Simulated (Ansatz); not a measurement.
SiH3(NHEt) (C₂H₉NSi), relaxed as a singlet with RKS PBE-D4/def2-SVP in Ansatz, starting from the GFN2-xTB geometry. Force threshold 0.02 eV/Å.

Another isomer (singlet) lies 0.39 eV lower at PBE0-D4/def2-TZVP; other spin states weren't run for this one.

Start:

```tsv
atom	x (Å)	y (Å)	z (Å)
C1	0.9962	-0.2025	-0.2011
C2	0.4382	-1.6203	-0.3147
N3	0.0222	0.8206	-0.4969
Si4	-1.0976	1.4232	0.6587
H5	-1.8042	2.4853	-0.0527
H6	-2.0758	0.4545	1.1855
H7	-0.2886	1.9081	1.7774
H8	-0.2874	0.7610	-1.4560
H9	1.8463	-0.0914	-0.8855
H10	1.3560	-0.0324	0.8157
H11	-0.3934	-1.7485	0.3740
H12	1.2074	-2.3512	-0.0784
H13	0.0809	-1.8063	-1.3261
```

| step | energy (eV) | largest force component (eV/Å) | SCF passes |
| --- | --- | --- | --- |
| 1 | -11574.2656 | 0.791 | 26 |
| 2 | -11574.3963 | 0.225 | 29 |
| 3 | -11574.4071 | 0.076 | 29 |
| 4 | -11574.4076 | 0.039 | 30 |
| 5 | -11574.4077 | 0.023 | 29 |
| 6 | -11574.4077 | 0.003 | 22 |

Force components are those of the run's own axes.

End:

```xyz
13

C     0.990   -0.226   -0.217
C     0.474   -1.666   -0.323
N     0.004    0.806   -0.515
Si   -1.109    1.466    0.656
H    -1.834    2.597   -0.021
H    -2.158    0.523    1.213
H    -0.317    1.966    1.836
H    -0.306    0.803   -1.491
H     1.871   -0.099   -0.888
H     1.374   -0.044    0.811
H    -0.369   -1.842    0.377
H     1.273   -2.399   -0.090
H     0.108   -1.882   -1.349
```

By distances, no bond broke or formed. The bond that changes most is Si4–H5, from 1.46 to 1.50 Å (atoms count from 1).

No frequencies were taken in this run, so the end may be a saddle point.

Hardware: 2 threads of Arm Neoverse V1 on a shared host. Wall time 13 s.
